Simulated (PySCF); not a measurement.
## A ladder of Hamiltonians for Ti¹⁰⁺ (titanium, charge +10)

Occupied: 1s1/2, 2s1/2, 2p1/2, 2p3/2, 3s1/2. Hartree-Fock calculated with PySCF 2.14 in an even-tempered Gaussian basis (18 s from 0.27 bohr⁻², ratio 2.7; 13 p from 0.32 bohr⁻², ratio 2.7), Gaussian nucleus throughout. NR is non-relativistic, sf-X2C the spin-free one-electron X2C Hamiltonian, X2C adds the bare one-electron spin-orbit term, X2C-SNSO screens it by Boettger's factors, DC is four-component Dirac-Coulomb, and the Gaunt and Breit terms are added at first order (total energies over the DC spinors, levels after relaxing the spinors in that mean field). QED terms are absent. Levels marked empty are virtual spinors of this ion; the basis has s and p functions only, so 3d, which can lie below the n = 4 levels, is absent.

```tsv
Hamiltonian	E (hartree)	E − E(DC) (hartree)	CPU seconds
NR	-811.0191	4.4208	0.28
sf-X2C	-815.3367	0.1033	0.14
X2C	-815.3442	0.0958	0.18
X2C-SNSO	-815.3429	0.0971	0.18
DC	-815.4400	0.0000	9
DC+Gaunt	-815.1619	0.2781	17
DC+Breit	-815.1840	0.2560	59
```

Give the 3p spin-orbit interval with each Hamiltonian that has one.

X2C 1.093; X2C-SNSO 0.9928; DC 0.9796; DC+Gaunt 0.9475; DC+Breit 0.9475 (eV).

```
   level (eV)       NR   sf-X2C      X2C  X2C-SNSO       DC  DC+Gaunt  DC+Breit
        1s1/2  -5235.6  -5266.8  -5266.7   -5266.7  -5268.7   -5264.1   -5264.3
        2s1/2  -817.32  -823.91  -823.90   -823.90  -824.07   -823.76   -823.77
        2p1/2  -719.18  -720.19  -724.70   -724.28  -724.30   -723.74   -723.80
        2p3/2  -719.18  -720.19  -717.97   -718.17  -718.27   -717.89   -717.95
        3s1/2  -261.36  -262.77  -262.77   -262.77  -262.79   -262.73   -262.74
3p1/2 (empty)  -214.41  -214.70  -215.43   -215.37  -215.37   -215.27   -215.29
3p3/2 (empty)  -214.41  -214.70  -214.34   -214.37  -214.39   -214.32   -214.34
4s1/2 (empty)  -115.76  -116.22  -116.22   -116.22  -116.23   -116.21   -116.21
```

Weight of the small component: 1s1/2 0.00622, 2s1/2 0.00112, 2p1/2 0.00108, 2p3/2 0.00107, 3s1/2 0.000303, 3p1/2 0.000272, 3p3/2 0.000271, 4s1/2 0.000123.

Koopmans' value for the highest occupied level at DC+Breit: 262.74 eV, against an ionisation energy of 265.07 ± 0.06 eV (semi-empirical (NIST evaluation); NIST Atomic Spectra Database, ionization energies); the former lacks relaxation, correlation, QED and recoil.

The whole ladder took 89 s of wall time on 1 thread of Intel(R) Xeon(R) Platinum 8375C CPU @ 2.90GHz (shared host), launched as `OMP_NUM_THREADS=1 python relrun2.py TASK.json OUT` (a driver that calls PySCF for each Hamiltonian).
